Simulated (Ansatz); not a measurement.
Gas-phase electronic energies from Ansatz, PBE0-D4/def2-TZVP geometries. CCSD(T)/CBS is the MP2 limit (def2-TZVPP, def2-QZVPP) plus CCSD(T) − MP2 in def2-TZVPP, frozen cores. DFT in def2-TZVPP. B3LYP here is the variant with VWN-RPA as its local correlation; programs differ in this. Each species was taken in one conformer, which may not be the lowest.

Reaction (isomerisation): `B[SiH](N)F` → `FBN[SiH3]`

`B[SiH](N)F`:

Z-matrix (Å, degrees):
```
Si
N 1 1.703
F 1 1.613 2 114.6
B 1 2.005 2 106.3 3 117.9
H 1 1.484 2 105.9 3 -115.4
H 2 1.006 1 122.8 3 86.5
H 2 1.006 1 122.2 3 -72.9
H 4 1.195 1 123.8 2 123.8
H 4 1.198 1 119.3 2 -54.0
```

`FBN[SiH3]`:

```xyz
9

F     1.683    1.211   -0.322
B     1.521    0.054    0.332
N     0.242   -0.513    0.365
Si   -1.201    0.143   -0.374
H     2.472   -0.444    0.859
H     0.150   -1.384    0.864
H    -1.525    1.478    0.186
H    -1.041    0.262   -1.843
H    -2.300   -0.807   -0.067
```

**Question.** Is it downhill or uphill in electronic energy at CCSD(T)/CBS, and by how much? (Best estimate.)

**Answer.** Computed: Downhill: ΔE = -147.7 kJ/mol.

**Question.** What do these levels give: LDA (SPW92), revPBE-D4, PBE0-D4, PBE, revPBE, BLYP, B3LYP, LC-ωPBE, MP2/def2-SVP, CCSD/def2-SVP, CCSD/def2-TZVPP, MP2/CBS(def2)? (An estimate is asked.)

**Answer.** Computed: LDA (SPW92) -165.9, revPBE-D4 -149.0, PBE0-D4 -152.0, PBE -151.2, revPBE -146.7, BLYP -152.5, B3LYP -154.0, LC-ωPBE -148.8, MP2/def2-SVP -199.9, CCSD/def2-SVP -194.7, CCSD/def2-TZVPP -152.1, MP2/CBS(def2) -150.6 kJ/mol.

**Question.** What do rigid-rotor, harmonic-oscillator terms from PBE0-D4/def2-TZVP frequencies (298.15 K, 1 bar) make of the CCSD(T)/CBS value? (An estimate is asked.)

**Answer.** The calculation gave: ΔZPE = -0.5 kJ/mol, ΔH = -150.0 kJ/mol, ΔS = -5 J/(mol·K), ΔG = -148.5 kJ/mol.

Largest T1 diagnostic among the species: 0.012.

At CCSD(T), def2-SVP lies −50.0 kJ/mol from the extrapolated value and def2-TZVPP −6.1 kJ/mol. Leaving LDA and LC-ωPBE aside and taking each functional with its dispersion term where it has one, the values, not all of them listed here, spread over 7.5 kJ/mol, from CAM-B3LYP-D4 to revPBE-D4. LDA lies −14.8 kJ/mol from PBE without D4.
